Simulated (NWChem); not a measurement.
**A calculation on CH₅S (+1)**

SMILES: [SH2+]C
```xyz
7

C     -0.3304     1.1462     0.0000
S      0.2629    -0.5685     0.0000
H      0.0956     1.6144     0.8983
H      0.0956     1.6144    -0.8983
H     -1.4261     1.1885     0.0000
H     -0.4943    -1.0989     0.9987
H     -0.4943    -1.0989    -0.9987
```
Charge +1, spin multiplicity 1.

Program: NWChem. The geometry was optimised at PBE0/def2-SVP, a minimum by its harmonic frequencies.

Symmetry labels belong to the abelian group Cs used in the runs, with the axes of the coordinates shown.

B3LYP has NWChem's definition, with VWN1-RPA local correlation. The structure started from a generated list of species.

### Question
List the lowest 3 singlet excitations that TD-B3LYP/aug-cc-pVDZ, VWN1-RPA local correlation gives, with oscillator strengths.

### Answer
| state | symmetry | energy (eV) | wavelength (nm) | f |
|---|---|---|---|---|
| 1 | a' | 8.44 | 147 | 0.037 |
| 2 | a" | 8.53 | 145 | 0.030 |
| 3 | a' | 9.08 | 136 | 0.036 |
